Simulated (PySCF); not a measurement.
Caution: the restricted solution is unstable towards spin-unrestricted or complex orbitals, so a lower solution exists and this singlet may not be the ground state.  The multiplicity is imposed and other spin states were not computed.

Cartesian coordinates (Å):
```xyz
3

Mo     0.1630     0.2797     0.1371
O      1.5548     2.7197     1.3213
C      1.0079     1.7609     0.8559
```
Charge 0, spin multiplicity 1.

What mean C–O bond length of the carbonyls, total energy, HOMO–LUMO gap, HOMO, charge on the central atom (Mulliken), LUMO and dipole moment does PySCF with TPSSh-D3(BJ)/def2-TZVP // PBE-D3(BJ)/def2-SVP give?


```
Quantity                                     Result
-------------------------------------  ------------
mean C–O bond length of the carbonyls       1.198 Å
total energy                           -181.4113 Ha
HOMO–LUMO gap                               0.60 eV
HOMO                                       -3.72 eV
charge on the central atom (Mulliken)        0.32 e
LUMO                                       -3.12 eV
dipole moment                                6.28 D
```
